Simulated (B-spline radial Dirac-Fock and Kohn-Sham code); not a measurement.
**Satellites and hypersatellites of the K lines of Nd**

System: the Nd atom in the configuration [Xe] 4f4 6s2.

Method: ΔSCF Dirac-Fock with Breit, self-energy and vacuum polarisation, finite nucleus, configuration average. Computed with a B-spline atomic structure program. Each two-hole energy is an average over J within one jj subconfiguration, not an observable level; in light atoms, where LS coupling holds, the j-resolved values are not observed lines, and for a K spectator the Kα1 hypersatellite is nearly forbidden. Correlation energy is missing from these numbers.

Lines without a spectator: Kα2 (K-L2) 36844.9 eV, Kα1 (K-L3) 37358.8 eV, Kβ3 (K-M2) 42162.7 eV, Kβ1 (K-M3) 42267.2 eV. Shifts in eV with one spectator hole (a dash: not computed, or left out as unreliable):

```
spectator hole     Kα2     Kα1     Kβ3     Kβ1
        K (1s)  +729.0  +763.7  +936.6  +944.3
    L2 (2p1/2)   +85.6  +110.7       –  +225.2
    L3 (2p3/2)   +76.0   +78.8  +187.9       –
    M2 (3p1/2)       –  +15.02   +32.1   +38.3
    M3 (3p3/2)   +9.86       –   +30.6   +30.3
    M4 (3d3/2)   +2.70   -0.52       –       –
    M5 (3d5/2)   -1.46   +1.29       –       –
```

With n spectator holes in 2p, averaged over the 2p shell (energies in eV):

```csv
n,KαLⁿ,step,hypersatellite KαʰLⁿ
0,37187.4,–,37939.6
1,37274.4,+87.0,38028.2
2,37362.8,+88.4,38118.3
3,37452.6,+89.8,38209.7
4,37543.7,+91.2,38302.5
5,37636.3,+92.6,38396.8
```
